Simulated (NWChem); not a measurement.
System: C2H3BF2; SMILES C=CB(F)F

Program: NWChem. Pople sets run with spherical d functions. Each level has its own optimisation; frequencies are unscaled. Brackets give each atom's bonded neighbours. One conformer.

```csv
level,r B–C (Å),r C–C (Å),r C–H [C(BCH)–H(C)] (Å),r C–H [C(CHH)–H(C)] (Å),highest harmonic frequency (cm⁻¹),lowest (cm⁻¹),zero-point energy (kcal/mol),dipole (D)
"LDA (Slater exchange, VWN5)/def2-SVP",1.539,1.342,1.106,1.106,3152,107,32.0,1.83
Hartree-Fock/3-21G,1.539,1.325,1.075,1.074,3396,127,35.6,2.72
B3LYP/6-31G*,1.547,1.341,1.090,1.088,3236,107,33.0,1.84
```
